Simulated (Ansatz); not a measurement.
Cost and result for the atomization energy of C2H8GeS (`[CH3][GeH2][CH2]S`) (12 atoms, 11 bonds).

Cartesian coordinates in Å:
```
C 0.973 -1.329 -0.664
Ge 0.216 0.464 -0.737
C -0.373 1.012 1.057
S -1.668 -0.066 1.718
H 0.259 -2.007 -0.196
H 1.202 -1.691 -1.667
H 1.893 -1.327 -0.077
H -1.025 0.495 -1.654
H 1.250 1.480 -1.271
H 0.466 0.913 1.750
H -0.692 2.055 1.076
H -2.501 0.000 0.666
```

Total charge 0; spin multiplicity 1. Correlated methods include outer-core shells of Ge, which these sets cover unevenly. Scalar relativity is left out up to krypton. The geometry is a stationary point of PBE0-D4/def2-TZVP. It is one conformer, not always the lowest. Program: Ansatz. All runs use 4 threads of an Arm Neoverse V1 on a shared host. Times are those of one run each, without the atoms' runs, and a repeat can differ threefold. Electronic energies, without spin–orbit coupling; frozen cores. CCSD(T)/CBS adds CCSD(T) − MP2 in def2-TZVPP to the MP2 limit, and its time is that of the two runs behind it. T1 = 0.010. With those shells the extrapolation isn't a true limit. B3LYP takes the VWN-RPA correlation (the form of Gaussian; ORCA's B3LYP/G).

CCSD(T)/CBS is a level of theory with its own doubt, some kJ/mol a heavy atom from the limit and from the frozen cores, so smaller differences don't rank the functionals.

| level | functions | wall time |
| --- | --- | --- |
| PBE-D4/def2-TZVPP (with forces) | 264 | 2.9 s |
| PBE0-D4/def2-TZVPP | 264 | 3.8 s |
| r2SCAN-D4/def2-TZVPP (with forces) | 264 | 6 s |
| B3LYP-D4/def2-TZVPP (with forces) | 264 | 6 s |
| B2PLYP/def2-TZVPP | 264 | 6.5 s |
| ωB97X-V/def2-TZVPP | 264 | 9.5 s |
| ωB97M-V/def2-TZVPP (with forces) | 264 | 14 s |
| MP2/def2-QZVPP | 513 | 30 s |
| CCSD(T)/def2-TZVPP | 264 | 3.9 min |
| CCSD(T)/CBS(def2) | – | 4.4 min |

(1) What atomization energy does each give, and how far from CCSD(T)/CBS? (Estimate.)

## Answers

(1) Ansatz gave: 
| level | atomization (kcal/mol) | difference from CCSD(T)/CBS | per bond |
| --- | --- | --- | --- |
| PBE-D4/def2-TZVPP (with forces) | 963.2 | 4.8 | 0.4 |
| PBE0-D4/def2-TZVPP | 955.1 | -3.3 | -0.3 |
| r2SCAN-D4/def2-TZVPP (with forces) | 957.6 | -0.8 | -0.1 |
| B3LYP-D4/def2-TZVPP (with forces) | 952.6 | -5.8 | -0.5 |
| B2PLYP/def2-TZVPP | 942.9 | -15.5 | -1.4 |
| ωB97X-V/def2-TZVPP | 960.1 | 1.7 | 0.2 |
| ωB97M-V/def2-TZVPP (with forces) | 956.5 | -1.9 | -0.2 |
| MP2/def2-QZVPP | 951.4 | -7.0 | -0.6 |
| CCSD(T)/def2-TZVPP | 938.4 | -20.0 | -1.8 |
| CCSD(T)/CBS(def2) | 958.4 | 0.0 | 0.0 |

In def2-TZVPP, CCSD(T) changes the Hartree–Fock value by +231.6 kcal/mol (the triples alone add +11.8 kcal/mol) and MP2 by +233.1 kcal/mol; breaking electron pairs costs correlation energy, which Hartree–Fock lacks. From PBE to PBE0 (25 % exact exchange), in def2-TZVPP and without D4, the atomization energy moves by −7.2 kcal/mol: exact exchange takes away binding that semilocal exchange gives to molecules. The D4 term adds +9.7 kcal/mol with B3LYP and +5.1 kcal/mol with PBE0; it sums over pairs of atoms, weighted by their polarisabilities, and B3LYP, whose exchange is more repulsive, gets the larger term.
